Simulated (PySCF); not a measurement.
Species: C6H10Cl (charge +1).
Cartesian coordinates in Å at the GFN2-xTB level; atoms count from 1:
```xyz
17
C6H10Cl angstrom
C     -0.966   -1.250    0.413
C     -0.725    0.111   -0.017
C     -1.816    1.088    0.002
C      0.565    0.565   -0.390
C      1.668   -0.336   -0.953
C      1.867    0.155    0.411
Cl     1.809   -0.906    1.781
H     -0.388   -1.398    1.344
H     -0.550   -1.994   -0.266
H     -2.015   -1.459    0.599
H     -2.781    0.634    0.208
H     -1.864    1.640   -0.939
H     -1.617    1.847    0.763
H      0.605    1.598   -0.719
H      2.254    0.092   -1.753
H      1.431   -1.380   -1.089
H      2.515    1.004    0.596
```

Computed geometry: GFN2-xTB, gas phase.

Masses are those of the commonest isotopes; rigid-rotor values at the optimised geometry. The values belong to one conformer with, in the numbering `[CH3:1][C+:2]([CH3:3])[C@@H:4]1[CH2:5][C@@H:6]1[Cl:7]`, C1–C2–C4–C5 27°.

Task: Give the principal moments of inertia and the rotational constants in MHz.

Result: Ia = 148.78, Ib = 331.14, Ic = 391.78 u·Å²; 505379 MHz·u·Å²/I gives A = 3397, B = 1526, C = 1290 MHz.

Task: Classify the top.

Result: An asymmetric top. Ray's parameter κ = (2B − A − C)/(A − C) = -0.776; −1 is the prolate and +1 the oblate limit.

Task: What does the inertial defect say?

Result: Not planar: Δ = Ic − Ia − Ib = -88.14 u·Å². For a rigid frame Δ = −2 Σ m c², so Σ m c² = 44.07 u·Å² lies off the ab plane: 15.02 from hydrogen and 29.05 from heavier atoms. The atom farthest from that plane is 1.93 Å away.

Task: List the rotational levels J(Ka,Kc) to J = 4 (MHz).

Result: Above 0(0,0):
J = 1: 1(0,1) 2816, 1(1,1) 4687, 1(1,0) 4923
J = 2: 2(0,2) 8427, 2(1,2) 10083, 2(1,1) 10792, 2(2,1) 16403, 2(2,0) 16424
J = 3: 3(0,3) 16793, 3(1,3) 18164, 3(1,2) 19581, 3(2,2) 24852, 3(2,1) 24956, 3(3,1) 34808, 3(3,0) 34810
J = 4: 4(0,4) 27857, 4(1,4) 28918, 4(1,3) 31272, 4(2,3) 36100, 4(2,2) 36405, 4(3,2) 46112, 4(3,1) 46120, 4(4,1) 59998, 4(4,0) 59998
The levels of one J sum to (2J + 1)J(J + 1)(A + B + C)/3.

Task: Estimate the classical rotational partition function at 25 K, 50 K and 298.15 K.

Result: Point group C1, symmetry number σ = 1; q = (√π/σ)·√((kT/h)³/(ABC)), k/h = 20836.6 MHz/K: 8150 at 25 K, 23000 at 50 K, 336000 at 298.15 K.

No frequency check. Zero-point vibration and centrifugal distortion are left out.
